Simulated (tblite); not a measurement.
Compound: C8H13PS.
Atom-mapped SMILES: `[CH:1]#[C:2][CH2:3][P@:4](=[S:5])([CH2:6][CH3:7])[CH:8]1[CH2:9][CH2:10]1` (hydrogens: H11 on C1; H12, H13 on C3; H14, H15 on C6; H16, H17, H18 on C7; H19 on C8; H20, H21 on C9; H22, H23 on C10)

Structure used (GFN2-xTB), in Å, numbered top down from 1:
```
atom  x, y, z in Å
C1    -1.6649    2.6626   -0.5816
C2    -1.3441    1.6030   -1.0381
C3    -0.9420    0.3163   -1.5408
P4     0.0480   -0.6459   -0.2974
S5     0.5159   -2.4203   -0.9190
C6    -0.9478   -0.5884    1.2602
C7    -2.2414   -1.3748    1.1069
C8     1.4488    0.4690    0.0656
C9     2.7007   -0.1647    0.5990
C10    2.6651    0.3337   -0.8045
H11   -1.9557    3.5976   -0.2057
H12   -0.3065    0.4204   -2.4277
H13   -1.8102   -0.2945   -1.8108
H14   -0.3173   -1.0352    2.0357
H15   -1.1413    0.4545    1.5211
H16   -2.7295   -1.5009    2.0711
H17   -2.9301   -0.8592    0.4396
H18   -2.0297   -2.3614    0.6945
H19    1.1659    1.4545    0.4162
H20    2.6897   -1.2370    0.7419
H21    3.2760    0.3759    1.3356
H22    3.2114    1.2293   -1.0594
H23    2.6342   -0.4072   -1.5922
```

All values are computed: GFN2-xTB (tblite) harmonic vibrations without scaling, gas phase. The method is semi-empirical: single wavenumbers can be off by several per cent or more. One conformer, not necessarily the lowest.

Harmonic wavenumbers (cm⁻¹): 32.6, 38.8, 69.4, 93.3, 123.4, 139.7, 164.4, 189.9, 198.2, 236.2, 277.8, 295.3, 321.0, 344.3, 399.1, 567.0, 633.7, 641.5, 673.8, 718.9, 748.6, 783.0, 793.6, 811.2, 830.6, 963.4, 966.4, 985.8, 999.4, 1003.2, 1015.0, 1064.7, 1068.2, 1071.3, 1075.7, 1085.6, 1150.6, 1174.1, 1198.7, 1212.5, 1242.6, 1322.3, 1386.8, 1403.9, 1422.1, 1424.4, 1472.3, 1489.6, 1496.6, 2284.3, 2911.9, 2925.8, 2934.7, 2956.0, 3011.5, 3022.9, 3023.5, 3031.1, 3065.3, 3066.8, 3086.6, 3099.4, 3398.7.

A = 1105, B = 882.7, C = 655.9 MHz; mass 172.048 u (most abundant isotopes); point group C1, symmetry number 1.

Task: What is the zero-point energy?

Result: ½Σν̃ = 40320 cm⁻¹ = 482.33 kJ/mol.

Task: Entropy at 200 K, 1 bar (ideal gas, RRHO, classical rotation)?

Result: Translation 164.76, rotation 123.04, vibration 126.78: S = 414.6 J/(mol K).

Task: And Cp and H(200 K) − H(0)?

Result: Cp = 153.70 J/(mol K), of which vibrations give 120.44 (their classical limit is 63 R = 523.8); H(200 K) − H(0) = 19.78 kJ/mol without the zero-point energy, 13.13 from vibrations.

Task: What must be added to the electronic energy to get the Gibbs energy at 200 K and 1 bar?

Result: ZPE + [H(200 K) − H(0)] − T·S = 482.33 + 19.78 − 82.92 = 419.19 kJ/mol.

Task: Which modes carry the vibrational entropy at 200 K?

Result: 32.6 cm⁻¹: 20.39; 38.8 cm⁻¹: 18.95; 69.4 cm⁻¹: 14.18; 93.3 cm⁻¹: 11.78; 123.4 cm⁻¹: 9.57; 139.7 cm⁻¹: 8.61 J/(mol K); the other 57 give 43.29 together.

Task: Blend soft modes into free rotors: weight 1/[1 + (100 cm⁻¹/ν̃)⁴] for the oscillator and the rest for a rotor with moment μB/(μ + B), μ = h/(8π²ν), B = 10⁻⁴⁴ kg m². What vibrational entropy results?

Result: 114.62 J/(mol K) in place of 126.78, which changes −T·S at 200 K by +2.43 kJ/mol.

Hindered rotation and anharmonicity are outside this model. Other conformers, if any are populated, would add a mixing term that is left out. The structure is chiral; the term R ln 2 for an equal mix with its mirror image is left out.

Hardware: x86-64 server, one thread (shared host). The figure is for the frequency step alone.
